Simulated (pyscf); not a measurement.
PySCF, gas phase, ωB97X-D3(BJ)/def2-SVPD geometries. MP2 and CC: frozen core, UHF for open shells. ΔMP2 is the change of the MP2 total energy from the triple- to the quadruple-zeta basis.

Task: Estimate by transition-state theory (the high-pressure limit) the rate constant of `[CH2]=[C-][CH3]` → `[CH2]=[CH][CH2-]` (singlet surface; C–H broken, C–H formed) at 900 K, with CCSD(T)/def2-TZVPPD + ΔMP2(QZVPPD) energies (ideal gas, 1 atm, RRHO with modes under 100 cm⁻¹ raised to 100, one conformer, R ln 2 for rigid chiral ones; no tunnelling).

Result: The electronic barrier is 45.8 kcal/mol and the thermal terms add -3.5, so ΔG‡ = 42.3 kcal/mol. With k_BT/h = 1.88e+13 s⁻¹ and RT = 1.788 kcal/mol, k = 1.0e+03 s⁻¹, a half-life of 6.9e-04 s through this channel alone. Wigner's tunnelling factor for 1641i cm⁻¹ would be 1.29. A shift of 1 kcal/mol in the barrier changes k by a factor 1.7. This is the saddle that the search found; another between the same sides may lie lower. The CCSD(T) − MP2 part came from Ansatz, without density fitting, on the same reference.
